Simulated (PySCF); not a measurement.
Rows and methods have been separated. Pair them.

Compound: C2H9AlSi.
Numbering: `[AlH2:1][CH2:2][CH2:3][SiH3:4]` (hydrogens: H5, H6 on Al1; H7, H8 on C2; H9, H10 on C3; H11, H12, H13 on Si4)

The closed-shell ground state was solved 4 times with PySCF (density fitting, gas phase), always with PBE0, in these basis sets: 6-31G, STO-3G, def2-TZVP and pcSseg-0. Isolated species at its PBE0-D3(BJ)/def2-SVP geometry (one conformer only).

| row | total energy (Eh) | HOMO (eV) | LUMO (eV) | dipole (D) |
| --- | --- | --- | --- | --- |
| P | -613.2206 | -7.28 | -1.43 | 0.28 |
| Q | -612.3726 | -7.56 | -1.55 | 0.08 |
| R | -613.0718 | -7.22 | -1.48 | 0.24 |
| S | -605.9913 | -4.83 | 4.34 | 0.43 |

**Question.** Which basis belongs to which row?

**Answer.** P = def2-TZVP, Q = pcSseg-0, R = 6-31G, S = STO-3G. From the lowest total energy up: def2-TZVP (190 functions) 0 eV; 6-31G (62 functions) +4.05 eV; pcSseg-0 (62 functions) +23.08 eV; STO-3G (37 functions) +196.72 eV.

The values belong to the conformer `[AlH2:1][CH2:2][CH2:3][SiH3:4]`: Al1–C2–C3–Si4 -179°.
